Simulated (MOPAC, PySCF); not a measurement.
[Nb(Cl)(NH2)4], neutral singlet in the gas phase. 

Cartesian coordinates (Å):
```xyz
14

Nb     0.2455     0.0412    -0.1037
Cl     0.6429     1.4751     1.8169
N     -0.9078     1.5539    -0.7115
H     -1.5545     1.5041    -1.4953
H     -1.1095     2.3598    -0.1224
N     -0.6159    -1.1374    -1.4558
H     -0.1180    -1.5332    -2.2517
H     -1.5891    -1.4423    -1.4858
N     -0.1020    -1.3461     1.2904
H     -0.4991    -2.2635     1.1013
H     -0.1455    -1.1271     2.2840
N      2.0375    -0.0012    -0.9001
H      2.7909    -0.6229    -0.6065
H      2.4088     0.7202    -1.5183
```
Charge 0, spin multiplicity 1.

All levels are single points at this geometry (r2SCAN-D4/def2-SVP); Pople sets use spherical d functions. Orbital energies aren't observables, and empty levels follow the basis.

B3LYP/6-311+G** (LANL2DZ on Nb) in PySCF gives gap (eV) = 4.63.

Task: Estimate the gap (eV) from each of these levels: B3LYP-D3(BJ)/def2-TZVP in PySCF; PBE-D3(BJ)/def2-TZVP in PySCF; TPSSh-D3(BJ)/def2-TZVP in PySCF; B3LYP/6-31G* (LANL2DZ on Nb) in PySCF; B3LYP/LANL2DZ in PySCF; BP86/6-31G* (LANL2DZ on Nb) in PySCF; M06-2X/6-31G* (LANL2DZ on Nb) in PySCF; PBE/6-31G* (LANL2DZ on Nb) in PySCF; SVWN5/6-31G* (LANL2DZ on Nb) in PySCF; HF/6-31G* (LANL2DZ on Nb) in PySCF; PM6 in MOPAC; PM7 in MOPAC.

Result: 
| level | gap (eV) |
|---|---|
| B3LYP-D3(BJ)/def2-TZVP in PySCF | 4.93 |
| PBE-D3(BJ)/def2-TZVP in PySCF | 3.26 |
| TPSSh-D3(BJ)/def2-TZVP in PySCF | 4.23 |
| B3LYP/6-31G* (LANL2DZ on Nb) in PySCF | 4.72 |
| B3LYP/LANL2DZ in PySCF | 4.76 |
| BP86/6-31G* (LANL2DZ on Nb) in PySCF | 3.10 |
| M06-2X/6-31G* (LANL2DZ on Nb) in PySCF | 7.36 |
| PBE/6-31G* (LANL2DZ on Nb) in PySCF | 3.10 |
| SVWN5/6-31G* (LANL2DZ on Nb) in PySCF | 3.13 |
| HF/6-31G* (LANL2DZ on Nb) in PySCF | 11.78 |
| PM6 in MOPAC | 9.56 |
| PM7 in MOPAC | 9.87 |
